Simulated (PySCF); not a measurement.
**Electron correlation in Mg⁺ (magnesium, charge +1)**

[Ne] 3p1, 2P determinant (an excited configuration). Calculation: PySCF 2.14, in x2c-QZVPPall; the spin-free X2C one-electron Hamiltonian (Gaussian nucleus). Frozen: 1s2; 9 electrons correlated.

| level | correlation energy (mhartree) |
| --- | --- |
| CCSD | -259.55 |
| (T) | -2.25 |
| CCSD(T) | -261.80 |

Diagnostics: T1 = 0.0043, D1 = 0.0152, largest double amplitude 0.012.

Cost of the coupled-cluster step: roughly 19 core-seconds, for 9 correlated electrons.

The basis was made for the ground configuration and has no added diffuse functions, which can raise the energy of the promoted electron.

This basis was not built for core-valence correlation, so the inner-shell part is incomplete.
